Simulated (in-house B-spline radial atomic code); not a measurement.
# PBE excitations of Zn²⁺

Method: PBE. Computed with a B-spline radial code for spherical atoms: linear response of the closed shell [Ar] 3d10 with the functional's adiabatic kernel; non-relativistic, point nucleus, no spin-orbit coupling, no double excitations, S, P, D and F terms only. Only terms of natural parity with L up to 3 were computed.

Without relativity these are model numbers for so heavy an element.

Command:
```bash
python run_td.py task.json out
```
Settings (radii: box in bohr, nucleus in fm):
```
Z                        30
electrons                28
configuration            [Ar] 3d10
hamiltonian              nr
method                   pbe,pbe
box_radius               29.48
intervals                55
```

Run time, properties included: 1.3 s on 1 thread of Arm Neoverse N1, with other jobs on the host.

The lowest states, in the order of their Tamm-Dancoff energies; the method's threshold (minus the highest occupied level) is 31.08 eV. Labels give the largest channel, * marks a mixed state, and oscillator strengths are full-response dipole values. Semilocal kernels can invert the small singlet-triplet splittings of Rydberg terms. Energies in eV:

```tsv
state	full response	Tamm-Dancoff	oscillator strength
3d → 4s 3D	8.081	8.107	-
3d → 4s 1D	8.648	8.657	-
3d → 4p 3P	15.040	15.065	-
3d → 4p 3F	?	?	-
3d → 4p 1F	15.429	15.432	-
3d → 4p 1P	16.182	16.253	0.444
3d → 5s 3D	23.010	23.013	-
3d → 5s 1D	23.102	23.103	-
3d → 4d 3S	?	?	-
3d → 4d 3D	23.647	23.651	-
```

Question: Where does 3d → 4p 3F lie?

Answer: At 15.153 eV in full response, 15.169 eV in Tamm-Dancoff.

Question: Where does 3d → 4d 3S lie?

Answer: At 23.270 eV in full response, 23.288 eV in Tamm-Dancoff.

Question: How large is the singlet-triplet splitting of 3d → 4s (D terms) in Tamm-Dancoff?

Answer: 0.55 eV, from the unrounded values.

Question: What polarisabilities and dispersion coefficient does the method give?

Answer: Dipole 2.917 bohr³, quadrupole 9.855 bohr⁵, C6 7.823 hartree·bohr⁶ for two such species.
